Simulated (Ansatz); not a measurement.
Geometry optimisation, DFT r2SCAN, scalar-relativistic, plane waves, PAW in Ansatz 0.2.0.

input.yaml

```yaml
crystal:
  lattice:
    - [5.048742, 0.0, 0.0]
    - [0.0, 10.097485, 0.0]
    - [0.0, 0.0, 16.195561]
  atoms:
    - { symbol: H, position: [0.4277868, 0.0, 0.0617453] }
    - { symbol: H, position: [0.0722132, 0.0, 0.0617453] }
    - { symbol: H, position: [0.9277868, 0.0, 0.0617453] }
    - { symbol: H, position: [0.5722132, 0.0, 0.0617453] }
    - { symbol: H, position: [0.4277868, 0.25, 0.0617453] }
    - { symbol: H, position: [0.0722132, 0.25, 0.0617453] }
    - { symbol: H, position: [0.9277868, 0.25, 0.0617453] }
    - { symbol: H, position: [0.5722132, 0.25, 0.0617453] }
    - { symbol: H, position: [0.4277868, 0.5, 0.0617453] }
    - { symbol: H, position: [0.0722132, 0.5, 0.0617453] }
    - { symbol: H, position: [0.9277868, 0.5, 0.0617453] }
    - { symbol: H, position: [0.5722132, 0.5, 0.0617453] }
    - { symbol: H, position: [0.4277868, 0.75, 0.0617453] }
    - { symbol: H, position: [0.0722132, 0.75, 0.0617453] }
    - { symbol: H, position: [0.9277868, 0.75, 0.0617453] }
    - { symbol: H, position: [0.5722132, 0.75, 0.0617453] }
    - { symbol: C, position: [0.25, 0.0, 0.1009351] }
    - { symbol: C, position: [0.75, 0.0, 0.1009351] }
    - { symbol: C, position: [0.25, 0.25, 0.1009351] }
    - { symbol: C, position: [0.75, 0.25, 0.1009351] }
    - { symbol: C, position: [0.25, 0.5, 0.1009351] }
    - { symbol: C, position: [0.75, 0.5, 0.1009351] }
    - { symbol: C, position: [0.25, 0.75, 0.1009351] }
    - { symbol: C, position: [0.75, 0.75, 0.1009351] }
    - { symbol: C, position: [0.25, 0.125, 0.1560428] }
    - { symbol: C, position: [0.75, 0.125, 0.1560428] }
    - { symbol: C, position: [0.25, 0.375, 0.1560428] }
    - { symbol: C, position: [0.75, 0.375, 0.1560428] }
    - { symbol: C, position: [0.25, 0.625, 0.1560428] }
    - { symbol: C, position: [0.75, 0.625, 0.1560428] }
    - { symbol: C, position: [0.25, 0.875, 0.1560428] }
    - { symbol: C, position: [0.75, 0.875, 0.1560428] }
    - { symbol: C, position: [0.0, 0.125, 0.2111505] }
    - { symbol: C, position: [0.5, 0.125, 0.2111505] }
    - { symbol: C, position: [0.0, 0.375, 0.2111505] }
    - { symbol: C, position: [0.5, 0.375, 0.2111505] }
    - { symbol: C, position: [0.0, 0.625, 0.2111505] }
    - { symbol: C, position: [0.5, 0.625, 0.2111505] }
    - { symbol: C, position: [0.0, 0.875, 0.2111505] }
    - { symbol: C, position: [0.5, 0.875, 0.2111505] }
    - { symbol: C, position: [0.0, 0.0, 0.2662581] }
    - { symbol: C, position: [0.5, 0.0, 0.2662581] }
    - { symbol: C, position: [0.0, 0.25, 0.2662581] }
    - { symbol: C, position: [0.5, 0.25, 0.2662581] }
    - { symbol: C, position: [0.0, 0.5, 0.2662581] }
    - { symbol: C, position: [0.5, 0.5, 0.2662581] }
    - { symbol: C, position: [0.0, 0.75, 0.2662581] }
    - { symbol: C, position: [0.5, 0.75, 0.2662581] }
    - { symbol: C, position: [0.25, 0.0484534, 0.318896] }
    - { symbol: C, position: [0.75, 0.0484534, 0.318896] }
    - { symbol: C, position: [0.25, 0.2015466, 0.2966677] }
    - { symbol: C, position: [0.75, 0.2015466, 0.2966677] }
    - { symbol: C, position: [0.25, 0.5484534, 0.318896] }
    - { symbol: C, position: [0.75, 0.5484534, 0.318896] }
    - { symbol: C, position: [0.25, 0.7015466, 0.2966677] }
    - { symbol: C, position: [0.75, 0.7015466, 0.2966677] }
    - { symbol: H, position: [0.25, 0.2395591, 0.3603185] }
    - { symbol: H, position: [0.75, 0.2395591, 0.3603185] }
    - { symbol: H, position: [0.25, 0.5104409, 0.3825468] }
    - { symbol: H, position: [0.75, 0.5104409, 0.3825468] }
    - { symbol: H, position: [0.25, 0.7395591, 0.3603185] }
    - { symbol: H, position: [0.75, 0.7395591, 0.3603185] }
    - { symbol: W, position: [0.604935, 0.9344972, 0.4430573] }
basis:
  ecutwfc: 500.0
kpoints:
  mp_grid: { grid: [2, 1, 1] }
hamiltonian:
  xc: r2scan
  pseudopotentials: { kind: paw, azcp: { folder: soft_1 } }
scf:
  occupations: { method: gaussian, width: 0.05 }
  lower_state_search: "off"
relax:
  f_tol: 0.03
  max_steps: 60
  adjacent_minimum: "off"
  constraints:
    - { sites: [0, 1, 2, 3, 4, 5, 6, 7, 8, 9, 10, 11, 12, 13, 14, 15, 16, 17, 18, 19, 20, 21, 22, 23, 24, 25, 26, 27, 28, 29, 30, 31] }
```

Command:

```bash
$ ansatz run input.yaml --threads 4 --pin off --max-ram 10240MiB --backend cpu --events-out ev --progress --plain --runs-dir out
```

Question: Where does it end, and by what steps?

Answer: It converged. The force dipped under the threshold on the way, but the program's further checks kept it going. Limits of this set-up: coarse k mesh, thin slab, slab without dipole correction. After 9 steps the energy has fallen by 13.727 eV; W63 moved furthest, 0.97 Å. The start is strongly strained (largest force component 11 eV/Å).

| step | energy less start (eV) | largest force component (eV/Å) | accepted |
| --- | --- | --- | --- |
| 0 | 0.0000 | 11.265 | yes |
| 1 | -8.6826 | 5.357 | yes |
| 2 | -11.6482 | 2.876 | yes |
| 3 | -12.7279 | 1.951 | yes |
| 4 | -13.3758 | 1.158 | yes |
| 5 | -13.6668 | 0.785 | yes |
| 6 | -13.7039 | 0.374 | yes |
| 7 | -13.7262 | 0.122 | yes |
| 8 | -13.7272 | 0.029 | yes |
| 9 | -13.7272 | 0.030 | yes |

```xyz
63
Lattice="5.0487 0.0000 0.0000 0.0000 10.0975 0.0000 0.0000 0.0000 16.1956" Properties=species:S:1:pos:R:3
H 2.160 0.000 1.000
H 0.365 0.000 1.000
H 4.684 0.000 1.000
H 2.889 0.000 1.000
H 2.160 2.524 1.000
H 0.365 2.524 1.000
H 4.684 2.524 1.000
H 2.889 2.524 1.000
H 2.160 5.049 1.000
H 0.365 5.049 1.000
H 4.684 5.049 1.000
H 2.889 5.049 1.000
H 2.160 7.573 1.000
H 0.365 7.573 1.000
H 4.684 7.573 1.000
H 2.889 7.573 1.000
C 1.262 0.000 1.635
C 3.787 0.000 1.635
C 1.262 2.524 1.635
C 3.787 2.524 1.635
C 1.262 5.049 1.635
C 3.787 5.049 1.635
C 1.262 7.573 1.635
C 3.787 7.573 1.635
C 1.262 1.262 2.527
C 3.787 1.262 2.527
C 1.262 3.787 2.527
C 3.787 3.787 2.527
C 1.262 6.311 2.527
C 3.787 6.311 2.527
C 1.262 8.835 2.527
C 3.787 8.835 2.527
C 0.000 1.263 3.359
C 2.524 1.280 3.356
C 0.000 3.791 3.477
C 2.525 3.793 3.477
C 0.000 6.310 3.349
C 2.524 6.310 3.348
C 0.000 8.831 3.498
C 2.524 8.828 3.473
C -0.001 0.074 4.359
C 2.525 0.069 4.307
C 0.001 2.453 4.307
C 2.526 2.457 4.311
C 0.000 5.134 4.317
C 2.524 5.135 4.316
C 0.000 7.483 4.323
C 2.524 7.484 4.316
C 1.253 0.481 5.155
C 3.795 0.484 5.156
C 1.259 2.124 5.123
C 3.794 2.124 5.120
C 1.262 5.490 5.126
C 3.786 5.490 5.126
C 1.262 7.122 5.127
C 3.786 7.124 5.126
H 1.256 2.566 6.120
H 3.794 2.564 6.119
H 1.264 5.071 6.135
H 3.785 5.072 6.135
H 1.281 7.544 6.140
H 3.766 7.545 6.141
W 2.521 9.977 6.579
```

Whether the end is a true minimum wasn't checked by a vibrational analysis.

Run time: 4.4 min on 4 threads of Arm Neoverse V1, with other jobs on the host, peak memory 2.9 GiB.
